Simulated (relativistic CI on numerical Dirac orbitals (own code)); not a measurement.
# One change at a time: Sr XXII

Base calculation: Dirac-Coulomb-Breit CI, KLI orbitals optimised for each configuration, model QED, unscaled Slater integrals.

Configurations in the expansion (outside the closed core [Ne]): 3s2 3p5, 3s 3p6, 3s2 3p4 3d, 3s 3p5 3d, 3p6 3d, 3s 3p4 3d2, 3s2 3p3 3d 4p, 3s2 3p4 4s, 3p6 4s, 3p6 4p, 3s 3p4 3d 4s, 3s2 3p4 4p, 3s2 3p4 4d, 3s 3p5 4s, 3s2 3p4 4f, 3p5 3d 4p, 3s 3p5 4p, 3s 3p5 4d, 3s 3p5 4f, 3s2 3p4 5s, 3s2 3p4 5p, 3s2 3p4 5d, 3s2 3p3 4s 4p, 3s2 3p4 5f, 3s2 3p4 5g, 3s 3p4 4s2, 3s 3p5 5s, 3s 3p5 5p, 3s2 3p3 3d2, 3s2 3p2 3d3, 3s 3p3 3d3, 3s2 3p2 3d2 4s, 3s2 3p2 3d2 4p, 3s2 3p2 3d2 4d, 3p5 3d2, 3p4 3d3, 3p4 3d2 4s, 3p4 3d2 4p, 3p4 3d2 4d, 3s2 3p3 3d 4s, 3s 3p3 3d2 4s, 3s2 3p2 3d 4s2, 3s2 3p2 3d 4s 4p, 3s2 3p2 3d 4s 4d, 3p5 3d 4s, 3p4 3d 4s2, 3p4 3d 4s 4p, 3p4 3d 4s 4d, 3s2 3p3 4s2, 3s 3p3 3d 4s2, 3s2 3p2 4s2 4p, 3s2 3p2 4s2 4d, 3s2 3p3 4p2, 3s2 3p2 3d 4p2, 3s 3p3 3d 4p2, 3s2 3p2 4s 4p2, 3s2 3p2 4p3, 3s2 3p2 4p2 4d. Double excitations out of closed p, d and f shells are left out; levels of such configurations are missing from the list, as are those of other unlisted configurations, and high levels can miss mixing partners. These lack a partner that the ground configuration has and come out too high: 3s2 3p4 4f, 3s 3p5 4p, 3s 3p5 4d, 3s 3p5 4f, 3s2 3p4 5s.

The lowest level and the first level of each name with at least 55 % of one term (blank where a level has no safe partner in the second run):

```
            Level  Base (cm⁻¹)  Shift (cm⁻¹)
  3s2 3p5 2P°_3/2            0             0
  3s2 3p5 2P°_1/2       114268          -236
    3s 3p6 2S_1/2       635411         +1894
3s2 3p4 3d 4D_5/2       762422          +213
3s2 3p4 3d 4D_3/2       763841          +233
3s2 3p4 3d 4D_7/2       773871          +167
3s2 3p4 3d 4F_9/2       815097          +178
3s2 3p4 3d 2P_1/2       854865           +96
3s2 3p4 3d 4P_1/2       862390          +214
3s2 3p4 3d 4F_5/2       875777           +99
3s2 3p4 3d 4F_3/2       883221           +99
3s2 3p4 3d 2D_5/2       935470           +12
3s2 3p4 3d 2G_7/2       935856           +28
3s2 3p4 3d 2G_9/2       950759           -46
3s2 3p4 3d 2F_5/2       952299            -4
3s2 3p4 3d 2S_1/2      1080184          +711
3s 3p5 3d 4P°_1/2      1363041         +2458
3s 3p5 3d 4P°_3/2      1377544         +2409
3s 3p5 3d 4P°_5/2      1405760         +2331
3s 3p5 3d 4F°_9/2      1434467         +2457
3s 3p5 3d 4F°_7/2      1435246         +2457
3s 3p5 3d 4F°_5/2      1451661         +2409
```

At this charge energies of transitions that change n are usually good to better than 1 %, and those within a shell (Δn = 0) to a few per cent.

Question: One thing was changed in a second run, which moved the levels as shown. Which?
A. only the first 3 configurations
B. configuration mixing switched off
C. QED terms removed
D. Breit term removed

Answer: C. QED terms removed. QED shifts follow the density of s (and p1/2) electrons at the nucleus, so configurations move by their count of such electrons; where none moves, the smaller shifts of p3/2 electrons and of j = l + 1/2 against j = l − 1/2 set the pattern.

LS names give the leading component of a level, which can be under half, so a name can repeat, a term be missing and a line seem to break the LS rules.
